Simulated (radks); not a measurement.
Results of a calculation; reference values are marked as such.
Question: Valence configurations of Gd I (all share [Xe]). Level of theory: Dirac Kohn-Sham, PBE, spin-unpolarised, spherical densities, finite nucleus; open shells fill j = l - 1/2 first; Fermi nuclear charge, rms radius 5.1569 fm (a radial shooting solver on a logarithmic mesh with Libxc functionals). Order these by energy: 4f6 5d1 6s2 6p1; 4f6 5d2 6s2; 4f7 5d2 6s1; 4f7 5d1 6s1.5 6p0.5; 4f7 5d1 6s1 6p1; 4f7.5 5d1 6s1.5; 4f7 5d1 6p2; 4f7 6s2 6p1; 4f7 5d1 6s2; 4f8 5d1 6s1.

Answer: From the lowest, in eV above it: 4f7.5 5d1 6s1.5 0.000; 4f8 5d1 6s1 0.305; 4f7 5d1 6s2 1.164; 4f7 5d1 6s1.5 6p0.5 2.482; 4f7 5d2 6s1 2.822; 4f7 6s2 6p1 2.899; 4f7 5d1 6s1 6p1 3.830; 4f7 5d1 6p2 6.604; 4f6 5d2 6s2 9.223; 4f6 5d1 6s2 6p1 12.045. NIST lists [Xe] 4f7 5d1 6s2 as the ground configuration; this level of theory puts 4f7.5 5d1 6s1.5 lower, by 1.164 eV. The energies are those of spherical spin-averaged densities, not of single terms.
